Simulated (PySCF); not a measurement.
C5H6F3Si (doublet state).
Structure used (GFN2-xTB), in Å, numbered top down from 1:
```
atom  x, y, z in Å
C1     0.473    1.905    0.355
C2     0.031    0.732   -0.120
C3     0.873   -0.144   -0.984
Si4    1.727   -1.420    0.154
C5    -1.295    0.270    0.260
F6    -2.027    1.133    1.003
C7    -1.922   -0.873   -0.039
F8    -1.416   -1.886   -0.737
F9    -3.159   -1.167    0.351
H10   -0.113    2.510    1.023
H11    1.442    2.281    0.079
H12    0.285   -0.632   -1.757
H13    1.626    0.467   -1.480
H14    2.635   -0.780    1.098
H15    0.835   -2.387    0.772
```

The hyperfine couplings belong to this conformer and change with its torsions.

The species is `[SiH2]CC(=C)C(F)=C(F)F` [radical].

Method: PySCF 2.14.0, UKS B3LYP, pcH-1 on C F H Si, non-relativistic, mean-field spin-orbit, GIAO. Isolated species at its GFN2-xTB geometry (one conformer only). The geometry wasn't refined by DFT: couplings that depend on bond lengths, twists or pyramidal angles can differ widely from those at the functional's own minimum, by a factor of two or more for some ions and for spin on atoms past the first row. No stability test was run, so a lower SCF solution isn't excluded.

Match the computed a_iso(13C) values +29.4, +16.8, +5.7, -1.7, +1.5 MHz with the sites C1; C2; C3; C5; C7.

```tsv
site	a_iso (MHz)	ρ(0) (bohr⁻³)	position	distance from Si4 (Å)	spin population	largest |T| (MHz)
C1	+5.7	+0.0051	3 bonds from Si4	3.56	+0.07	11.9
C2	+29.4	+0.0262	2 bonds from Si4	2.75	-0.02	6.4
C3	+16.8	+0.0150	1 bond from Si4	1.91	-0.01	5.8
C5	+1.5	+0.0014	3 bonds from Si4	3.46	+0.01	1.8
C7	-1.7	-0.0015	4 bonds from Si4	3.70	-0.01	2.6
```

Match the computed a_iso(19F) values +4.3, +1.9, -1.8 MHz with the sites F6; F8; F9.

```tsv
site	a_iso (MHz)	ρ(0) (bohr⁻³)	position	distance from Si4 (Å)	bound to	spin population there	largest |T| (MHz)
F6	+4.3	+0.0010	4 bonds from Si4	4.62	C5	+0.01	5.3
F8	+1.9	+0.0005	5 bonds from Si4	3.30	C7	-0.01	7.9
F9	-1.8	-0.0004	5 bonds from Si4	4.90	C7	-0.01	6.8
```

ρ(0) is the spin density at the nucleus and T the dipolar tensor; a_iso includes a spin–orbit part; entries for several nuclei are means. The largest Mulliken spin populations are on Si4 (+0.99) and C1 (+0.07). Si4 is the only atom above +0.15. The angles at Si4 add up to 340.3°, so it is pyramidal.

Class means assume fast exchange of nuclei equivalent by connectivity; if that motion is slow, each nucleus keeps its own coupling. The 1H value of +20.8 MHz is a mean of couplings from 17.6 to 23.9 MHz in this one geometry, not an average over conformers.

Hardware: an Arm Neoverse V2 with one thread (shared host). Cost: 2.2 min (with the writing of density and orbital grids), 0.97 GiB resident at most.
